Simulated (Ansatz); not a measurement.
Molecular dynamics of H$_{7}$NSeSi$_{2}$

input.yaml

```yaml
crystal:
  periodic: [false, false, false]
  atoms:
    - { symbol: "N", position_ang: [-0.816521, 2.525255, -0.853285] }
    - { symbol: Si, position_ang: [-0.899786, 0.803376, -0.736467] }
    - { symbol: Se, position_ang: [1.775459, -0.256103, -0.054582] }
    - { symbol: Si, position_ang: [0.794734, -2.119191, 0.855961] }
    - { symbol: H, position_ang: [-0.911093, 3.164706, -0.059914] }
    - { symbol: H, position_ang: [-0.511904, 3.004934, -1.703104] }
    - { symbol: H, position_ang: [-1.382854, 0.551302, 0.674532] }
    - { symbol: H, position_ang: [0.357974, -0.090905, -1.251617] }
    - { symbol: H, position_ang: [1.647878, -3.340682, 0.638204] }
    - { symbol: H, position_ang: [-0.538623, -2.337376, 0.17603] }
    - { symbol: H, position_ang: [0.550337, -1.962418, 2.334741] }
basis:
  gaussian: { orbitals: def2-SVP }
hamiltonian:
  xc: revpbe
md:
  timestep: 0.5
  n_steps: 200
  ensemble: nve
  temperature: 300.0
  initial_velocities: maxwell_boltzmann
  seed: 10713
```

Command:

```bash
$ ansatz run input.yaml --threads 2 --pin off --max-ram 3072MiB --backend cpu --events-out ev --progress --plain --runs-dir out
```

It starts at the highest image of a converged band. Of that band: Beside the main top the profile has a ripple of under 15 meV (maxima at images 5, 8), which may be a very shallow well or noise. A vibrational analysis at the climbing image gives one clearly imaginary mode, 450i cm⁻¹: a first-order saddle point.

Output, in part (one step line in 4, the closing report, with atoms numbered from 0):

```
md step     0: t =     0.00 fs  T =   300.0 K  F+E_penalty+E_count = -82685.38771290 eV  E_kin = 0.349002 eV  conserved = -82685.03871091 eV  (30 SCF iters)
md step     4: t =     2.00 fs  T =   216.8 K  F+E_penalty+E_count = -82685.28929842 eV  E_kin = 0.252242 eV  conserved = -82685.03705643 eV  (32 SCF iters)
md step     8: t =     4.00 fs  T =   169.0 K  F+E_penalty+E_count = -82685.23447625 eV  E_kin = 0.196565 eV  conserved = -82685.03791079 eV  (33 SCF iters)
md step    12: t =     6.00 fs  T =   111.5 K  F+E_penalty+E_count = -82685.16671164 eV  E_kin = 0.129721 eV  conserved = -82685.03699102 eV  (33 SCF iters)
md step    16: t =     8.00 fs  T =   145.5 K  F+E_penalty+E_count = -82685.20659325 eV  E_kin = 0.169259 eV  conserved = -82685.03733425 eV  (32 SCF iters)
md step    20: t =    10.00 fs  T =   206.5 K  F+E_penalty+E_count = -82685.27845059 eV  E_kin = 0.240207 eV  conserved = -82685.03824344 eV  (31 SCF iters)
md step    24: t =    12.00 fs  T =   188.9 K  F+E_penalty+E_count = -82685.25673848 eV  E_kin = 0.219757 eV  conserved = -82685.03698163 eV  (30 SCF iters)
md step    28: t =    14.00 fs  T =   219.6 K  F+E_penalty+E_count = -82685.29358900 eV  E_kin = 0.255465 eV  conserved = -82685.03812419 eV  (31 SCF iters)
md step    32: t =    16.00 fs  T =   179.8 K  F+E_penalty+E_count = -82685.24605127 eV  E_kin = 0.209120 eV  conserved = -82685.03693173 eV  (31 SCF iters)
md step    36: t =    18.00 fs  T =   213.9 K  F+E_penalty+E_count = -82685.28662698 eV  E_kin = 0.248864 eV  conserved = -82685.03776319 eV  (30 SCF iters)
md step    40: t =    20.00 fs  T =   215.5 K  F+E_penalty+E_count = -82685.28815107 eV  E_kin = 0.250738 eV  conserved = -82685.03741270 eV  (31 SCF iters)
md step    44: t =    22.00 fs  T =   233.8 K  F+E_penalty+E_count = -82685.30967802 eV  E_kin = 0.271940 eV  conserved = -82685.03773789 eV  (31 SCF iters)
md step    48: t =    24.00 fs  T =   224.6 K  F+E_penalty+E_count = -82685.29910946 eV  E_kin = 0.261236 eV  conserved = -82685.03787314 eV  (30 SCF iters)
md step    52: t =    26.00 fs  T =   153.3 K  F+E_penalty+E_count = -82685.21524356 eV  E_kin = 0.178352 eV  conserved = -82685.03689132 eV  (31 SCF iters)
md step    56: t =    28.00 fs  T =   169.9 K  F+E_penalty+E_count = -82685.23546554 eV  E_kin = 0.197620 eV  conserved = -82685.03784515 eV  (30 SCF iters)
md step    60: t =    30.00 fs  T =   162.2 K  F+E_penalty+E_count = -82685.22565015 eV  E_kin = 0.188746 eV  conserved = -82685.03690390 eV  (29 SCF iters)
md step    64: t =    32.00 fs  T =   230.4 K  F+E_penalty+E_count = -82685.30622206 eV  E_kin = 0.268086 eV  conserved = -82685.03813652 eV  (31 SCF iters)
md step    68: t =    34.00 fs  T =   230.4 K  F+E_penalty+E_count = -82685.30558831 eV  E_kin = 0.268067 eV  conserved = -82685.03752151 eV  (30 SCF iters)
md step    72: t =    36.00 fs  T =   215.0 K  F+E_penalty+E_count = -82685.28723237 eV  E_kin = 0.250084 eV  conserved = -82685.03714851 eV  (31 SCF iters)
md step    76: t =    38.00 fs  T =   240.7 K  F+E_penalty+E_count = -82685.31823299 eV  E_kin = 0.280024 eV  conserved = -82685.03820851 eV  (31 SCF iters)
md step    80: t =    40.00 fs  T =   198.0 K  F+E_penalty+E_count = -82685.26706507 eV  E_kin = 0.230312 eV  conserved = -82685.03675280 eV  (31 SCF iters)
md step    84: t =    42.00 fs  T =   230.9 K  F+E_penalty+E_count = -82685.30687001 eV  E_kin = 0.268602 eV  conserved = -82685.03826795 eV  (31 SCF iters)
md step    88: t =    44.00 fs  T =   184.3 K  F+E_penalty+E_count = -82685.25143600 eV  E_kin = 0.214370 eV  conserved = -82685.03706575 eV  (31 SCF iters)
md step    92: t =    46.00 fs  T =   189.1 K  F+E_penalty+E_count = -82685.25766332 eV  E_kin = 0.220019 eV  conserved = -82685.03764454 eV  (31 SCF iters)
md step    96: t =    48.00 fs  T =   170.0 K  F+E_penalty+E_count = -82685.23555504 eV  E_kin = 0.197781 eV  conserved = -82685.03777438 eV  (31 SCF iters)
md step   100: t =    50.00 fs  T =   144.2 K  F+E_penalty+E_count = -82685.20474688 eV  E_kin = 0.167793 eV  conserved = -82685.03695422 eV  (30 SCF iters)
md step   104: t =    52.00 fs  T =   199.8 K  F+E_penalty+E_count = -82685.27033714 eV  E_kin = 0.232382 eV  conserved = -82685.03795519 eV  (31 SCF iters)
md step   108: t =    54.00 fs  T =   205.8 K  F+E_penalty+E_count = -82685.27649397 eV  E_kin = 0.239374 eV  conserved = -82685.03711995 eV  (31 SCF iters)
md step   112: t =    56.00 fs  T =   256.6 K  F+E_penalty+E_count = -82685.33650901 eV  E_kin = 0.298481 eV  conserved = -82685.03802834 eV  (30 SCF iters)
md step   116: t =    58.00 fs  T =   226.9 K  F+E_penalty+E_count = -82685.30134445 eV  E_kin = 0.263967 eV  conserved = -82685.03737760 eV  (31 SCF iters)
md step   120: t =    60.00 fs  T =   217.8 K  F+E_penalty+E_count = -82685.29104116 eV  E_kin = 0.253431 eV  conserved = -82685.03761050 eV  (30 SCF iters)
md step   124: t =    62.00 fs  T =   216.8 K  F+E_penalty+E_count = -82685.28964802 eV  E_kin = 0.252158 eV  conserved = -82685.03749038 eV  (30 SCF iters)
md step   128: t =    64.00 fs  T =   211.8 K  F+E_penalty+E_count = -82685.28363748 eV  E_kin = 0.246421 eV  conserved = -82685.03721668 eV  (31 SCF iters)
md step   132: t =    66.00 fs  T =   249.7 K  F+E_penalty+E_count = -82685.32847253 eV  E_kin = 0.290531 eV  conserved = -82685.03794177 eV  (30 SCF iters)
md step   136: t =    68.00 fs  T =   234.9 K  F+E_penalty+E_count = -82685.31040679 eV  E_kin = 0.273260 eV  conserved = -82685.03714712 eV  (30 SCF iters)
md step   140: t =    70.00 fs  T =   250.0 K  F+E_penalty+E_count = -82685.32884077 eV  E_kin = 0.290877 eV  conserved = -82685.03796382 eV  (29 SCF iters)
md step   144: t =    72.00 fs  T =   224.5 K  F+E_penalty+E_count = -82685.29828507 eV  E_kin = 0.261169 eV  conserved = -82685.03711560 eV  (30 SCF iters)
md step   148: t =    74.00 fs  T =   250.6 K  F+E_penalty+E_count = -82685.32892463 eV  E_kin = 0.291479 eV  conserved = -82685.03744597 eV  (30 SCF iters)
md step   152: t =    76.00 fs  T =   284.4 K  F+E_penalty+E_count = -82685.36891295 eV  E_kin = 0.330896 eV  conserved = -82685.03801667 eV  (30 SCF iters)
md step   156: t =    78.00 fs  T =   259.1 K  F+E_penalty+E_count = -82685.33868648 eV  E_kin = 0.301441 eV  conserved = -82685.03724510 eV  (30 SCF iters)
md step   160: t =    80.00 fs  T =   243.7 K  F+E_penalty+E_count = -82685.32158423 eV  E_kin = 0.283528 eV  conserved = -82685.03805643 eV  (30 SCF iters)
md step   164: t =    82.00 fs  T =   176.6 K  F+E_penalty+E_count = -82685.24226469 eV  E_kin = 0.205402 eV  conserved = -82685.03686266 eV  (31 SCF iters)
md step   168: t =    84.00 fs  T =   202.4 K  F+E_penalty+E_count = -82685.27313047 eV  E_kin = 0.235497 eV  conserved = -82685.03763324 eV  (30 SCF iters)
md step   172: t =    86.00 fs  T =   224.1 K  F+E_penalty+E_count = -82685.29809451 eV  E_kin = 0.260713 eV  conserved = -82685.03738124 eV  (31 SCF iters)
md step   176: t =    88.00 fs  T =   268.2 K  F+E_penalty+E_count = -82685.34970198 eV  E_kin = 0.311971 eV  conserved = -82685.03773066 eV  (31 SCF iters)
md step   180: t =    90.00 fs  T =   282.0 K  F+E_penalty+E_count = -82685.36569500 eV  E_kin = 0.328051 eV  conserved = -82685.03764419 eV  (30 SCF iters)
md step   184: t =    92.00 fs  T =   260.0 K  F+E_penalty+E_count = -82685.33982588 eV  E_kin = 0.302418 eV  conserved = -82685.03740751 eV  (30 SCF iters)
md step   188: t =    94.00 fs  T =   250.6 K  F+E_penalty+E_count = -82685.32927155 eV  E_kin = 0.291552 eV  conserved = -82685.03771961 eV  (30 SCF iters)
md step   192: t =    96.00 fs  T =   219.8 K  F+E_penalty+E_count = -82685.29269172 eV  E_kin = 0.255697 eV  conserved = -82685.03699447 eV  (30 SCF iters)
md step   196: t =    98.00 fs  T =   256.0 K  F+E_penalty+E_count = -82685.33586781 eV  E_kin = 0.297792 eV  conserved = -82685.03807605 eV  (30 SCF iters)
md step   200: t =   100.00 fs  T =   230.7 K  F+E_penalty+E_count = -82685.30578491 eV  E_kin = 0.268431 eV  conserved = -82685.03735429 eV  (30 SCF iters)
Total energy: -82685.30583752 eV, -3038.6289434155 hartree
Atom 0 at    -0.816008     2.551439    -0.829343 Å, force    -0.010245    -0.371067    -2.178521 eV/Å
Atom 1 at    -1.488756     0.944072    -0.836393 Å, force     0.178188    -0.000767     0.210211 eV/Å
Atom 2 at     1.972534    -0.314705    -0.012028 Å, force    -0.028731     0.021027    -0.160850 eV/Å
Atom 3 at     0.753373    -2.093566     0.812967 Å, force    -0.084295     0.096159     0.819475 eV/Å
Atom 4 at    -0.618928     3.147923    -0.056390 Å, force     0.324417     0.749827     1.031108 eV/Å
Atom 5 at    -0.511090     2.978992    -1.742832 Å, force    -0.385235    -0.326865     1.027419 eV/Å
Atom 6 at    -1.567505     0.861224     0.727154 Å, force    -0.064716    -0.000143    -0.117595 eV/Å
Atom 7 at     2.464927    -1.092151    -1.181998 Å, force    -0.050267     0.051102    -0.021001 eV/Å
Atom 8 at     1.598042    -3.333955     0.685060 Å, force    -0.269853    -0.074880    -0.247747 eV/Å
Atom 9 at    -0.703020    -2.175107     0.402249 Å, force     0.320688    -0.178975    -0.339340 eV/Å
Atom 10 at     0.664830    -1.804143     2.291133 Å, force     0.070048     0.034584    -0.023160 eV/Å
Dipole moment:     0.254365     0.179237    -0.081548 e Å
```

The run went to its last step. The conserved energy stayed within 0.19 meV per atom of its start (net change 0.12 meV per atom), so the integration is sound. A run of 0.1 ps of so small a system gives no equilibrium averages. The orbitals stay closed-shell, which can raise the energy where a bond breaks towards radicals; this wasn't checked here.

Between its relaxed ends the band would form Se3–H8 and break Si2–Se3, Si2–H8. These pairs go: Se3–H8 1.86 → 1.49 Å, Si2–Se3 2.96 → 3.77 Å, Si2–H8 1.63 → 4.46 Å. In the last frame they stand as after the step (other bonds may differ from the relaxed reactants and products). It ends as H3NSi + H4SeSi. Pairs count as bonded within 1.25 times the sum of covalent radii (0.12 Å more for H–H).

Last frame:

```xyz
11
Properties=species:S:1:pos:R:3
N -0.816 2.551 -0.829
Si -1.489 0.944 -0.836
Se 1.972 -0.315 -0.012
Si 0.753 -2.094 0.813
H -0.619 3.148 -0.056
H -0.511 2.979 -1.743
H -1.567 0.861 0.727
H 2.465 -1.092 -1.182
H 1.598 -3.334 0.685
H -0.703 -2.175 0.402
H 0.665 -1.804 2.291
```

Time of the run: 6.1 min on 2 threads of Intel(R) Xeon(R) Platinum 8559C (Emerald Rapids), on a shared host, peak memory 0.18 GiB.
